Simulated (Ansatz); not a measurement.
Job for Ansatz (a first-principles code): R-B3LYP/def2-TZVPP on GaH5N2O (SMILES [NH2][Ga]([NH2])[OH]), a point of a torsion scan.

Ansatz 0.2 input:
```yaml
crystal:
  periodic: [false, false, false]
  atoms:
    - {symbol: N, position_ang: [1.13405560, -1.16784606, 0.30311855]}
    - {symbol: Ga, position_ang: [0.62649841, 0.01997467, -1.02748347]}
    - {symbol: N, position_ang: [1.26094691, 1.73058324, -1.16691029]}
    - {symbol: O, position_ang: [-0.63161409, -0.33097733, -2.17830246]}
    - {symbol: H, position_ang: [2.09997912, -1.47524253, 0.29332709]}
    - {symbol: H, position_ang: [0.55947031, -2.00559833, 0.35332284]}
    - {symbol: H, position_ang: [2.19309781, 1.93350775, -0.82576300]}
    - {symbol: H, position_ang: [1.13440903, 2.16198499, -2.07626658]}
    - {symbol: H, position_ang: [-1.20478071, -1.09183597, -2.22941966]}
basis:
  gaussian:
    orbitals: def2-TZVPP
hamiltonian:
  xc: {name: B3LYP}
scf: {lower_state_search: off}
```

Output:

```
WARN ansatz: RAYON_NUM_THREADS=1 ignored (pool sized by the plan → 1); use --threads N
Functional definition: B3LYP
these checks for a lower state are left out or cut short: stability, starts, cluster_reference, orbital_swaps, neighbouring_geometries, increment
integrals: 0.12 GiB planned
1159 factors; their error is unknown
mean field: 1.08 GiB planned
mean field evaluation 1: about -57471.1704 eV, gradient 1.1e2 eV
mean field evaluation 2: about -57427.7013 eV, gradient 1.8e2 eV
mean field evaluation 4: about -57491.8242 eV, gradient 1.2e1 eV
mean field evaluation 8: about -57492.0777 eV, gradient 1.5e-1 eV
mean field evaluation 16: about -57492.2314 eV, gradient 4.2e-5 eV
mean field -57492.23136352 eV, -2112.8005329753 hartree, gradient 4.9e-6 eV, S^2 0.000000; 0 other end points of the search recorded, 0 dependent functions left out
reference -57492.23160506 eV, -2112.8005418519 hartree; 29, 29 occupied and 182, 182 virtual orbitals, 1159 factors
Total energy: -57492.23160506 eV, -2112.8005418519 hartree
Checks for a lower state left out: stability, starts, cluster_reference, orbital_swaps, neighbouring_geometries, increment
```

The calculation finished and met its thresholds.

Cost: around 2.6 core-seconds (rough).
